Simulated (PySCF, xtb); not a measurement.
C₃H₈Ge, SMILES C=[CH][GeH2][CH3].

GFN2-xTB (xtb 6.7.1) at its own geometry gives an orbital gap of 4.92 eV and a dipole moment of 1.08 D.

Geometry: PBE0-D3(BJ)/def2-SVP. This is a generated structure with no PubChem entry under its InChIKey; it may be hypothetical. One conformer was computed; it need not be the lowest.

Question: What does PBE/def2-TZVP (PySCF) give? (Estimate from the structure and the level; the computed values follow.)

Answer: gap 5.42 eV (levels -6.66 and -1.24 eV), dipole 0.64 D.
